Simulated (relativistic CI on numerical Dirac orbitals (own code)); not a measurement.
**Crystal-field levels of Co³⁺, 3d6**

Calculated by Dirac-Coulomb-Breit CI, separate exchange-only KLI orbitals for each configuration, a model potential for QED, valence Slater integrals scaled by 0.75, one configuration in a parametric crystal field (own radial code).

Field parameters in Wybourne normalisation: D3d B²₀ = −7Dσ, B⁴₀ = −14Dq − 21Dτ, B⁴₃ = −14√(10/7) Dq; D4h B²₀ = −7Ds, B⁴₀ = 21(Dq − Dt), B⁴₄ = 21√(5/14) Dq; Oh B⁴₀ = 21Dq, B⁴₄ = √(5/14) B⁴₀. The field is a parameter set, without covalency.

S and J are read from ⟨S²⟩ = S(S + 1) and ⟨J²⟩ = J(J + 1) of each level; they are not fictitious spins.

Oh, 10Dq = 22650 cm⁻¹, the lowest 10 levels:

```json
{"E (cm⁻¹)": "0.0", "Degeneracy": "1", "Irrep": "A1", "S": "0.02", "J": "4.61"}
{"E (cm⁻¹)": "11627", "Degeneracy": "2", "Irrep": "E", "S": "1.37", "J": "3.93"}
{"E (cm⁻¹)": "11665", "Degeneracy": "3", "Irrep": "T2", "S": "1.31", "J": "3.81"}
{"E (cm⁻¹)": "11778", "Degeneracy": "3", "Irrep": "T1", "S": "1.48", "J": "3.45"}
{"E (cm⁻¹)": "11886", "Degeneracy": "1", "Irrep": "A1", "S": "1.53", "J": "3.20"}
{"E (cm⁻¹)": "12138", "Degeneracy": "3", "Irrep": "T2", "S": "1.96", "J": "3.76"}
{"E (cm⁻¹)": "12462", "Degeneracy": "3", "Irrep": "T1", "S": "1.96", "J": "3.20"}
{"E (cm⁻¹)": "12728", "Degeneracy": "2", "Irrep": "E", "S": "1.73", "J": "3.57"}
{"E (cm⁻¹)": "13187", "Degeneracy": "3", "Irrep": "T2", "S": "1.83", "J": "2.85"}
{"E (cm⁻¹)": "13475", "Degeneracy": "3", "Irrep": "T1", "S": "1.67", "J": "3.11"}
```

D4h, 10Dq = 9800, Ds = -810, Dt = 890 cm⁻¹, the lowest 10 levels:

```json
{"E (cm⁻¹)": "0.0", "Degeneracy": "1", "Irrep": "A1", "S": "2.00", "J": "3.15"}
{"E (cm⁻¹)": "0.4", "Degeneracy": "1", "Irrep": "A2", "S": "2.00", "J": "3.15"}
{"E (cm⁻¹)": "33.0", "Degeneracy": "2", "Irrep": "E", "S": "2.00", "J": "3.10"}
{"E (cm⁻¹)": "44.0", "Degeneracy": "1", "Irrep": "B2", "S": "2.00", "J": "3.08"}
{"E (cm⁻¹)": "6627", "Degeneracy": "2", "Irrep": "E", "S": "2.00", "J": "3.57"}
{"E (cm⁻¹)": "6657", "Degeneracy": "1", "Irrep": "B1", "S": "2.00", "J": "3.62"}
{"E (cm⁻¹)": "6722", "Degeneracy": "1", "Irrep": "B2", "S": "2.00", "J": "3.43"}
{"E (cm⁻¹)": "6773", "Degeneracy": "2", "Irrep": "E", "S": "2.00", "J": "3.48"}
{"E (cm⁻¹)": "6822", "Degeneracy": "1", "Irrep": "A1", "S": "2.00", "J": "3.50"}
{"E (cm⁻¹)": "7074", "Degeneracy": "1", "Irrep": "A2", "S": "2.00", "J": "2.76"}
```

Oh, 10Dq = 14300 cm⁻¹, the lowest 10 levels:

| E (cm⁻¹) | Degeneracy | Irrep | S | J |
| --- | --- | --- | --- | --- |
| 0.0 | 3 | T2 | 2.00 | 3.79 |
| 257 | 2 | E | 1.99 | 3.34 |
| 287 | 3 | T1 | 2.00 | 3.31 |
| 617 | 1 | A1 | 1.99 | 2.56 |
| 686 | 3 | T1 | 1.99 | 2.47 |
| 725 | 3 | T2 | 1.99 | 2.40 |
| 3826 | 1 | A1 | 0.14 | 4.62 |
| 7808 | 2 | E | 1.01 | 4.24 |
| 7863 | 3 | T2 | 1.01 | 4.19 |
| 8370 | 3 | T1 | 1.01 | 3.95 |

D4h, 10Dq = 9450, Ds = 1550, Dt = 630 cm⁻¹, the lowest 16 levels:

```
E (cm⁻¹)  Degeneracy  Irrep     S     J
     0.0           2      E  2.00  3.64
    26.0           1     B2  2.00  3.71
    80.0           1     B1  2.00  3.55
     140           2      E  2.00  3.56
     198           1     A1  2.00  3.57
     456           1     A2  2.00  2.83
     573           2      E  2.00  2.62
    1781           1     A1  2.00  3.12
    1796           1     A2  2.00  3.04
    1871           2      E  2.00  2.88
    1880           1     B2  2.00  2.94
    2009           1     B1  2.00  2.73
    2037           1     B2  2.00  2.53
    2120           2      E  2.00  2.14
    2148           1     A1  2.00  1.99
   11285           1     B1  2.00  2.96
```

D3d, 10Dq = 32500, Dσ = 660, Dτ = 490 cm⁻¹, the lowest 16 levels:

| E (cm⁻¹) | Degeneracy | Irrep | S | J |
| --- | --- | --- | --- | --- |
| 0.0 | 1 | A1 | 0.01 | 4.57 |
| 21992 | 2 | E | 1.00 | 3.98 |
| 21995 | 1 | A1 | 1.00 | 3.96 |
| 23378 | 2 | E | 1.00 | 4.14 |
| 23707 | 2 | E | 1.00 | 3.94 |
| 24035 | 1 | A2 | 1.00 | 3.72 |
| 24054 | 1 | A1 | 1.00 | 3.71 |
| 28473 | 1 | A2 | 0.96 | 4.17 |
| 28603 | 2 | E | 1.00 | 4.05 |
| 30232 | 1 | A2 | 0.14 | 5.13 |
| 31754 | 2 | E | 1.27 | 4.00 |
| 31958 | 2 | E | 1.82 | 3.34 |
| 31994 | 1 | A1 | 1.90 | 3.27 |
| 32149 | 2 | E | 1.49 | 3.92 |
| 32432 | 2 | E | 1.28 | 3.79 |
| 32485 | 1 | A1 | 1.16 | 3.90 |

The free-ion ground term has S = 2. The field overcomes the spin-pairing energy for Oh, 10Dq = 22650 cm⁻¹; D3d, 10Dq = 32500, Dσ = 660, Dτ = 490 cm⁻¹, where the ground state has lower spin; these fields are assumed values.

Levels of this model without a field, named by their leading LS term (the scale mimics covalency, so terms lie below those of the real free ion): ⁵D4 0, ⁵D3 625, ⁵D2 1052, ⁵D1 1325, ⁵D0 1458, ³H6 19361, ³H5 19712, ³H4 19958 cm⁻¹.
